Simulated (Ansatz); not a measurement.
**Molecular dynamics of H3Cl**

Input:

```yaml
accuracy: low
crystal:
  lattice:
    - [6.810566, 0.0, 0.0]
    - [0.0, 6.810566, 0.0]
    - [0.0, 0.0, 6.810566]
  atoms:
    - { symbol: Cl, position: [0.31666622, 0.33446549, 0.19232466] }
    - { symbol: H, position: [0.25841884, 0.46314933, 0.05170467] }
    - { symbol: Cl, position: [0.31326293, 0.93432687, 0.60657119] }
    - { symbol: H, position: [0.30538801, 0.98992567, 0.42631527] }
    - { symbol: Cl, position: [-0.08253557, 0.39694352, 0.77048267] }
    - { symbol: H, position: [-0.17865978, 0.56044251, 0.74663997] }
    - { symbol: H, position: [0.37179585, 0.42562348, 0.57136228] }
    - { symbol: H, position: [0.41678103, 0.32717399, 0.61792627] }
    - { symbol: H, position: [0.92545793, 0.89191587, 0.65745957] }
    - { symbol: H, position: [0.85320972, 0.96962397, 0.6753969] }
    - { symbol: H, position: [0.26368406, 0.87273842, 0.05757822] }
    - { symbol: H, position: [0.2848185, 0.90383105, 0.16160101] }
basis:
  ecutwfc: 420.0
kpoints:
  mp_grid: { grid: [1, 1, 1] }
hamiltonian:
  xc: pbe
  dispersion: d3bj
scf:
  occupations: { method: fermi_dirac, width: 0.02 }
  lower_state_search: "off"
md:
  timestep: 0.75
  n_steps: 400
  ensemble: nve
  temperature: 350.0
  initial_velocities: maxwell_boltzmann
  seed: 890677
```

Run as:

```bash
$ ansatz run input.yaml --threads 1 --pin off --max-ram 3072MiB --backend cpu --events-out ev --progress --plain --runs-dir out
```

It goes on from the last frame of an earlier run, with new velocities.

Output, in part (step lines):

```
md step     0: t =     0.00 fs  T =   350.0 K  F+E_penalty+E_count = -3384.50696424 eV  E_kin = 0.497651 eV  conserved = -3384.00931324 eV  (7 SCF iters)
md step     1: t =     0.75 fs  T =   321.9 K  F+E_penalty+E_count = -3384.46478999 eV  E_kin = 0.457635 eV  conserved = -3384.00715509 eV  (6 SCF iters)
md step     2: t =     1.50 fs  T =   311.5 K  F+E_penalty+E_count = -3384.45015212 eV  E_kin = 0.442884 eV  conserved = -3384.00726814 eV  (6 SCF iters)
md step     3: t =     2.25 fs  T =   318.4 K  F+E_penalty+E_count = -3384.46202780 eV  E_kin = 0.452676 eV  conserved = -3384.00935221 eV  (6 SCF iters)
md step     4: t =     3.00 fs  T =   325.1 K  F+E_penalty+E_count = -3384.47203979 eV  E_kin = 0.462315 eV  conserved = -3384.00972501 eV  (6 SCF iters)
md step     5: t =     3.75 fs  T =   327.4 K  F+E_penalty+E_count = -3384.47393494 eV  E_kin = 0.465494 eV  conserved = -3384.00844068 eV  (5 SCF iters)
md step     6: t =     4.50 fs  T =   334.1 K  F+E_penalty+E_count = -3384.48388152 eV  E_kin = 0.475053 eV  conserved = -3384.00882848 eV  (5 SCF iters)
md step     7: t =     5.25 fs  T =   341.9 K  F+E_penalty+E_count = -3384.49676418 eV  E_kin = 0.486164 eV  conserved = -3384.01060025 eV  (4 SCF iters)
[... lines left out ...]
md step   399: t =   299.25 fs  T =   402.3 K  F+E_penalty+E_count = -3384.58124451 eV  E_kin = 0.572075 eV  conserved = -3384.00916983 eV  (5 SCF iters)
md step   400: t =   300.00 fs  T =   368.0 K  F+E_penalty+E_count = -3384.52976798 eV  E_kin = 0.523268 eV  conserved = -3384.00650034 eV  (7 SCF iters)
```

The steps, from the saved trajectory:

```json
{"time (fs)": "0.0", "T (K)": "350", "potential energy less start (eV)": "0.000", "conserved less start (meV/atom)": "0.00"}
{"time (fs)": "9.8", "T (K)": "322", "potential energy less start (eV)": "0.039", "conserved less start (meV/atom)": "-0.03"}
{"time (fs)": "19.5", "T (K)": "313", "potential energy less start (eV)": "0.054", "conserved less start (meV/atom)": "0.11"}
{"time (fs)": "29.2", "T (K)": "372", "potential energy less start (eV)": "-0.032", "conserved less start (meV/atom)": "-0.05"}
{"time (fs)": "39.0", "T (K)": "386", "potential energy less start (eV)": "-0.051", "conserved less start (meV/atom)": "-0.04"}
{"time (fs)": "48.8", "T (K)": "359", "potential energy less start (eV)": "-0.010", "conserved less start (meV/atom)": "0.21"}
{"time (fs)": "58.5", "T (K)": "436", "potential energy less start (eV)": "-0.124", "conserved less start (meV/atom)": "-0.20"}
{"time (fs)": "68.2", "T (K)": "388", "potential energy less start (eV)": "-0.052", "conserved less start (meV/atom)": "0.09"}
{"time (fs)": "78.0", "T (K)": "324", "potential energy less start (eV)": "0.039", "conserved less start (meV/atom)": "0.15"}
{"time (fs)": "87.8", "T (K)": "355", "potential energy less start (eV)": "-0.009", "conserved less start (meV/atom)": "-0.22"}
{"time (fs)": "97.5", "T (K)": "293", "potential energy less start (eV)": "0.083", "conserved less start (meV/atom)": "0.16"}
{"time (fs)": "107.2", "T (K)": "298", "potential energy less start (eV)": "0.074", "conserved less start (meV/atom)": "0.00"}
{"time (fs)": "117.0", "T (K)": "327", "potential energy less start (eV)": "0.034", "conserved less start (meV/atom)": "0.06"}
{"time (fs)": "126.8", "T (K)": "331", "potential energy less start (eV)": "0.026", "conserved less start (meV/atom)": "-0.15"}
{"time (fs)": "136.5", "T (K)": "330", "potential energy less start (eV)": "0.031", "conserved less start (meV/atom)": "0.24"}
{"time (fs)": "146.2", "T (K)": "435", "potential energy less start (eV)": "-0.122", "conserved less start (meV/atom)": "-0.18"}
{"time (fs)": "156.0", "T (K)": "404", "potential energy less start (eV)": "-0.076", "conserved less start (meV/atom)": "0.11"}
{"time (fs)": "165.8", "T (K)": "406", "potential energy less start (eV)": "-0.078", "conserved less start (meV/atom)": "0.09"}
{"time (fs)": "175.5", "T (K)": "424", "potential energy less start (eV)": "-0.107", "conserved less start (meV/atom)": "-0.16"}
{"time (fs)": "185.2", "T (K)": "331", "potential energy less start (eV)": "0.028", "conserved less start (meV/atom)": "0.16"}
{"time (fs)": "195.0", "T (K)": "355", "potential energy less start (eV)": "-0.008", "conserved less start (meV/atom)": "-0.04"}
{"time (fs)": "204.8", "T (K)": "386", "potential energy less start (eV)": "-0.052", "conserved less start (meV/atom)": "-0.02"}
{"time (fs)": "214.5", "T (K)": "363", "potential energy less start (eV)": "-0.018", "conserved less start (meV/atom)": "0.05"}
{"time (fs)": "224.2", "T (K)": "381", "potential energy less start (eV)": "-0.042", "conserved less start (meV/atom)": "0.12"}
{"time (fs)": "234.0", "T (K)": "411", "potential energy less start (eV)": "-0.089", "conserved less start (meV/atom)": "-0.18"}
{"time (fs)": "243.8", "T (K)": "320", "potential energy less start (eV)": "0.043", "conserved less start (meV/atom)": "0.11"}
{"time (fs)": "253.5", "T (K)": "273", "potential energy less start (eV)": "0.111", "conserved less start (meV/atom)": "0.12"}
{"time (fs)": "263.2", "T (K)": "313", "potential energy less start (eV)": "0.050", "conserved less start (meV/atom)": "-0.17"}
{"time (fs)": "273.0", "T (K)": "287", "potential energy less start (eV)": "0.089", "conserved less start (meV/atom)": "0.05"}
{"time (fs)": "282.8", "T (K)": "307", "potential energy less start (eV)": "0.063", "conserved less start (meV/atom)": "0.13"}
{"time (fs)": "292.5", "T (K)": "407", "potential energy less start (eV)": "-0.081", "conserved less start (meV/atom)": "-0.06"}
```

All steps were run. The conserved energy stayed within 0.4 meV per atom of its start (net change 0.23 meV per atom), so the integration is sound. A run of 0.3 ps of so small a system gives no equilibrium averages. Limits of this set-up: coarse k mesh, low accuracy level.

Mean squared displacements from the first frame to the last, about the centre of mass: Cl 1.37 Å², H 3.24 Å².

Last frame:

```xyz
12
Lattice="6.8106 0.0000 0.0000 0.0000 6.8106 0.0000 0.0000 0.0000 6.8106" Properties=species:S:1:pos:R:3
Cl 2.416 2.240 1.299
H 3.316 2.325 2.143
Cl 1.960 6.150 5.370
H 1.294 5.008 5.369
Cl -0.651 3.046 3.731
H -1.330 4.205 3.777
H 2.214 2.740 4.638
H 2.587 2.536 5.318
H 6.192 5.966 5.772
H 5.417 5.784 5.846
H 2.038 6.109 2.457
H 2.240 5.730 1.815
```

The run took 6 min on 1 thread of Arm Neoverse V1, on a shared host, peak memory 0.39 GiB.
